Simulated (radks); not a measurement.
All-electron atom: the holmium ion Ho23+ in [Ar] 3d10 4s1.5 4p6 4d8 5s0.5 (fractional occupations, a model configuration). All-electron calculation, scalar-relativistic Kohn-Sham, r2SCAN, spin-unpolarised, spherical densities, finite nucleus; meta-GGA in the generalised Kohn-Sham scheme; Fermi nuclear charge, rms radius 5.2022 fm. Program: a radial shooting solver on a logarithmic mesh with Libxc functionals.

X-ray form factor f0, the Fourier transform of the density (f0(0) = 44):

| sin(theta)/lambda (1/angstrom) | f0 (electrons) |
|---|---|
| 0.05 | 43.887 |
| 0.1 | 43.550 |
| 0.15 | 43.000 |
| 0.2 | 42.251 |
| 0.25 | 41.324 |
| 0.3 | 40.244 |
| 0.4 | 37.729 |
| 0.5 | 34.927 |
| 0.6 | 32.046 |
| 0.8 | 26.671 |
| 1 | 22.364 |
| 1.25 | 18.588 |
| 1.5 | 16.062 |
| 2 | 12.436 |
